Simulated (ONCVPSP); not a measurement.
# Logarithmic derivatives: vanadium, ONCV

V, optimised norm-conserving Vanderbilt (ONCV), made with ONCVPSP 4.0.1 (LDA (Perdew-Zunger), fully relativistic). Core [Ne], reference 3s2 3p6 3d3 4s2. Waves: 3s+4s: rc 1.90 bohr, ncon 4, nbas 7, qcut 6.9 1/bohr, 2 projectors; 3p: rc 1.45 bohr, ncon 3, nbas 7, qcut 7.7 1/bohr, 2 projectors, debl 1.6 Ha; 3d: rc 1.95 bohr, ncon 3, nbas 8, qcut 6.5 1/bohr, 2 projectors, debl 3.5 Ha. Local part: polynomial inside 1.05 bohr (lpopt 5, dvloc0 3 Ha). Core correction: polynomial model core, fcfact 0.3.

Open shells are filled in proportion to 2j + 1.

In the p channel the program set the typed energies aside and used -1.605, 0.250 Ha (j = l + 1/2; the other j can differ).

The phase is arctan(r·R′/R) of the radial function R(r), unwrapped; energies in Ha, scanned from -4 to 5 Ha. A pole is an energy at which the radial function vanishes at the test radius. The pseudo phase is shifted by a multiple of π to meet the all-electron one at the reference energy, and phase errors are pseudo minus all-electron; the curves can meet again beyond the range given. Levels narrower than the energy grid can be missing from the lists of poles.

Question: For each channel, where are the poles, and over which energies does the pseudopotential scatter like the atom?

Answer:

```json
{"channel": "s", "radius (bohr)": "1.93", "reference energy (Ha)": "-0.18", "poles, all-electron": "-2.45, 3.42", "poles, pseudo": "-2.45, 3.35", "unbroken range about the reference energy with phases within 0.05 rad": "the whole range", "phase error 1 Ha above the reference energy (rad)": "-0.001"}
{"channel": "p3/2", "radius (bohr)": "1.47", "reference energy (Ha)": "-1.60", "poles, all-electron": "-0.73", "poles, pseudo": "-0.73", "unbroken range about the reference energy with phases within 0.05 rad": "the whole range", "phase error 1 Ha above the reference energy (rad)": "-0.000"}
{"channel": "p1/2", "radius (bohr)": "1.47", "reference energy (Ha)": "-1.64", "poles, all-electron": "-0.79", "poles, pseudo": "-0.79", "unbroken range about the reference energy with phases within 0.05 rad": "the whole range", "phase error 1 Ha above the reference energy (rad)": "-0.000"}
{"channel": "d5/2", "radius (bohr)": "1.98", "reference energy (Ha)": "-0.20", "poles, all-electron": "0.15, 4.32", "poles, pseudo": "0.15, 4.37", "unbroken range about the reference energy with phases within 0.05 rad": "below 1.2", "phase error 1 Ha above the reference energy (rad)": "+0.018"}
{"channel": "d3/2", "radius (bohr)": "1.98", "reference energy (Ha)": "-0.20", "poles, all-electron": "0.14, 4.31", "poles, pseudo": "0.15, 4.36", "unbroken range about the reference energy with phases within 0.05 rad": "below 1.2", "phase error 1 Ha above the reference energy (rad)": "+0.018"}
```

Phases in the p3/2 channel:

```tsv
E (Ha)	all-electron	pseudo
-3.98	1.100	1.100
-3.74	1.052	1.052
-3.50	0.987	0.987
-3.26	0.897	0.897
-3.02	0.763	0.763
-2.78	0.551	0.551
-2.54	0.208	0.208
-2.30	-0.275	-0.276
-2.06	-0.741	-0.741
-1.82	-1.058	-1.058
-1.58	-1.255	-1.255
-1.34	-1.383	-1.383
-1.10	-1.473	-1.473
-0.86	-1.541	-1.541
-0.62	-1.596	-1.596
-0.38	-1.643	-1.643
-0.14	-1.685	-1.685
0.10	-1.725	-1.725
0.34	-1.764	-1.764
0.58	-1.804	-1.804
0.82	-1.848	-1.848
1.06	-1.897	-1.897
1.30	-1.953	-1.953
1.54	-2.021	-2.021
1.78	-2.105	-2.105
2.02	-2.215	-2.215
2.26	-2.361	-2.362
2.50	-2.561	-2.562
2.74	-2.826	-2.827
2.98	-3.145	-3.147
3.22	-3.466	-3.469
3.46	-3.737	-3.740
3.70	-3.941	-3.943
3.94	-4.090	-4.092
4.18	-4.199	-4.201
4.42	-4.282	-4.284
4.66	-4.346	-4.348
4.90	-4.397	-4.399
```
